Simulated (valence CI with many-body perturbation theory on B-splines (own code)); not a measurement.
Values are calculated unless marked as measured or tabulated.
# A CI+MBPT run for Os XLVI

Method: valence CI with perturbative core correlation (CI+MBPT): three valence electrons over a frozen Dirac-Fock core [Ar] 3d10, radial functions for each j: 11 s, 11 p, 10 d, 8 f, 5 g, 2 h, with the one-electron correlation potential Σ1 (screened to all orders), the two-electron term Σ2, the three-electron term Σ3, Breit, model QED; selected single and double excitations, second order for the rest, scaled by the run's own slope (own B-spline code, finite nucleus).

Command, and the settings that its task file holds:

```sh
python run_cv.py task.json out
```

```
atom Os  Z=76  mass_number=192  rms_radius_fm=5.4126
core [Ar] 3d10
valence 4s2 4p1
avg = 1
basis = M
breit = 1
cap = 32000
capref = 2000
cscale = 1
de = 0.0
dress = 0
eps = 2e-08
extrap = 1
h = 0.27
hh = 1
l2 = 3
lcore = 6
maxit = 60
n2 = 5
natural = 1
nlev = 150
nno = [5, 5, 5, 4, 2, 1]
nroot = 36
nsp = [6, 6, 5, 4, 3, 1]
pt2 = 1
qed = 1
rpa = 1
s1 = 1
s2 = 1
s3 = 1
screen = 1
tol = 2e-05
whole = 1
```

Problem. Roughly how long does this run take on one core of Arm Neoverse V1, and how much memory?

Solution. 120 s on 1 thread of Arm Neoverse V1 (shared host), peak memory 0.85 GiB.

Log. The first blocks belong to the next ion, which gives the ionisation energy. Fields: 2J, parity (1 odd), roots, reference size, generating configurations, candidates as configurations/state functions, variational space P, stored matrix elements, Davidson steps; e2 is the range of second-order energies in hartree. The first line gives the box (bohr), its intervals, the orbitals and the steps of their self-consistent field. Window is the range of levels sought, series limit the energy at which the first omitted orbital would enter, core excitation an estimate of the first excitation out of the core, left out the lowest levels not solved, and shifts from estimates the range by which levels moved from their first estimate, all in cm⁻¹.

```
rmax 5.0 intervals 59 orbitals 83 references ['4s2 4p', '4s 4p2', '4s2 4d', '4p3', '4s 4p 4d'] scf 2 t 1.1
2J=0 par=0 roots 2 ref 18 generators 4 cand 398/398 P 395/395 nnz 0 it 0
2J=0 par=0 roots 2 ref 18 generators 4 cand 21/21 P 407/407 nnz 0 it 0
   second order: generators 8 cand 9/9 e2 -0.00000 -0.00000
reference levels 1211, estimated 458, window 6887259 1/cm; series limit 14614564, core excitation 14009048
2J=1 par=1 roots 16 ref 79 generators 21 cand 6629/10571 P 4322/6400 nnz 4.7e+06 it 4
2J=1 par=1 roots 16 ref 79 generators 25 cand 5007/8218 P 7032/10886 nnz 1.3e+07 it 5
   second order: generators 37 cand 6010/9511 e2 -0.00002 -0.00000
2J=1 par=0 roots 13 ref 78 generators 25 cand 9228/14348 P 4316/6399 nnz 4.8e+06 it 5
2J=1 par=0 roots 13 ref 78 generators 30 cand 6699/10527 P 6220/9538 nnz 1e+07 it 5
   second order: generators 35 cand 7017/11037 e2 -0.00001 -0.00000
2J=3 par=1 roots 28 ref 131 generators 25 cand 8539/19745 P 3215/6400 nnz 5.1e+06 it 6
2J=3 par=1 roots 28 ref 131 generators 34 cand 8185/19642 P 8744/19659 nnz 4e+07 it 8
   second order: generators 46 cand 5248/12726 e2 -0.00002 -0.00000
2J=3 par=0 roots 21 ref 129 generators 26 cand 8251/19024 P 3132/6397 nnz 5.3e+06 it 5
2J=3 par=0 roots 21 ref 129 generators 30 cand 7073/16746 P 7559/16690 nnz 3.1e+07 it 7
   second order: generators 39 cand 5137/12713 e2 -0.00002 -0.00000
2J=5 par=0 roots 23 ref 141 generators 24 cand 9021/23973 P 2815/6399 nnz 5.4e+06 it 5
2J=5 par=0 roots 23 ref 141 generators 31 cand 9327/25939 P 8219/20859 nnz 4.6e+07 it 7
   second order: generators 39 cand 5347/15977 e2 -0.00002 -0.00000
2J=5 par=1 roots 29 ref 140 generators 22 cand 9289/24758 P 2865/6398 nnz 5.2e+06 it 6
2J=5 par=1 roots 29 ref 140 generators 34 cand 9254/25878 P 9080/23609 nnz 5.8e+07 it 11
   second order: generators 46 cand 4445/13192 e2 -0.00002 -0.00000
2J=7 par=1 roots 24 ref 119 generators 18 cand 9152/25388 P 2827/6395 nnz 5.1e+06 it 6
2J=7 par=1 roots 24 ref 119 generators 31 cand 10365/31729 P 8539/23029 nnz 5.7e+07 it 9
   second order: generators 43 cand 4653/15095 e2 -0.00001 -0.00000
2J=9 par=1 roots 15 ref 77 generators 13 cand 7925/21594 P 3089/6399 nnz 5.1e+06 it 5
2J=9 par=1 roots 15 ref 77 generators 23 cand 8907/27840 P 7428/19077 nnz 4.1e+07 it 6
   second order: generators 34 cand 4568/15162 e2 -0.00001 -0.00000
2J=7 par=0 roots 16 ref 114 generators 20 cand 8950/24732 P 2849/6399 nnz 5.3e+06 it 5
...
2J=11 par=0 roots 2 ref 39 generators 9 cand 4877/13419 P 3504/7452 nnz 6.9e+06 it 4
   second order: generators 14 cand 5338/15803 e2 -0.00004 -0.00002
2J=11 par=1 roots 6 ref 41 generators 7 cand 6087/15775 P 3091/6399 nnz 5.8e+06 it 4
2J=11 par=1 roots 6 ref 41 generators 16 cand 7078/20947 P 4980/11750 nnz 1.9e+07 it 4
   second order: generators 23 cand 5189/15596 e2 -0.00002 -0.00001
2J=13 par=1 roots 2 ref 14 generators 6 cand 4180/9827 P 1874/3786 nnz 2.5e+06 it 4
2J=13 par=1 roots 2 ref 14 generators 7 cand 4937/12693 P 2933/6415 nnz 6.7e+06 it 4
   second order: generators 14 cand 4994/13096 e2 -0.00003 -0.00001
left out: unestimated 9994698, estimated 7281598, shifts from estimates -4 to 30
operators 3.4
```

The Davidson iterations converged.

No measured spectrum was set against this ion. As an estimate, large intervals hold to a few tenths of a per cent, small ones and those within an open d or f shell to about a per cent.

```yaml
Valence_energy: -278.3702 hartree
Ionisation_energy: "2401.3 eV (NIST: 2400 ± 4 eV (theoretical))"
Reference_configurations_for_the_orbitals: 4s2 4p, 4s 4p2, 4s2 4d, 4p3, 4s 4p 4d
Radial_orbitals: 83
Box_radius: 5.043 bohr
Largest_variational_space: 23609
Lowest_levels: (4s^2 4p1/2) J=1/2 0, (4s 4p1/2^2) J=1/2 822180, (4s^2 4p3/2) J=3/2 913320, (4s 4p1/2 4p3/2) J=3/2 [a] 1623900, (4s 4p1/2 4p3/2) J=5/2 1694600, (4s 4p1/2 4p3/2) J=3/2 [b] 1794200, (4s 4p1/2 4p3/2) J=1/2 1814100, (4s^2 4d3/2) J=3/2 2268600, (4s^2 4d5/2) J=5/2 2428500, (4s 4p3/2^2) J=5/2 2610900, (4p1/2^2 4p3/2) J=3/2 2617400, (4s 4p3/2^2) J=1/2 2726800, (4s 4p3/2^2) J=3/2 2756600, (4s 4p1/2 4d3/2) J=3/2 [a] 2916000 cm⁻¹
```

Levels are named by their leading jj configuration (3d3/2^4 stands for four electrons in 3d with j = 3/2), which in mixed levels can hold well under half, so a name can repeat and another be missing. Letters in brackets count levels of one name in rising energy.
